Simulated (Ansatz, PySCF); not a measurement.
AuCl, SMILES [Cl][Au], multiplicity 1. Atoms are numbered in the order given.

```xyz
2

Au     0.0000     0.0000    -0.4048
Cl     0.0000     0.0000     1.8489
```
Charge 0, spin multiplicity 1.

The structure is a stationary point at B3LYP-D3(BJ)/def2-TZVPD. The multiplicity is an assumed one; other spin states were not compared. The def2 effective core potentials stand for the cores of Au; spin–orbit coupling is left out.

Two levels are set side by side: PBE-D3(BJ)/def2-TZVPD (Ansatz, an electronic-structure program) and B3LYP-D3(BJ)/def2-TZVPD (Ansatz). Each level has its own optimised geometry; the coordinates shown are those of the second. Frequencies come from the Hessian of PySCF at each geometry. Differences are taken from unrounded values.

```csv
quantity,B3LYP-D3(BJ),PBE-D3(BJ),PBE-D3(BJ) minus B3LYP-D3(BJ)
bond Au1–Cl2 (Å),2.254,2.229,-0.025
highest harmonic wavenumber (cm⁻¹),347,357,10
mean harmonic wavenumber (cm⁻¹),347,357,10
zero-point energy (kcal/mol),0.50,0.51,0.01
```
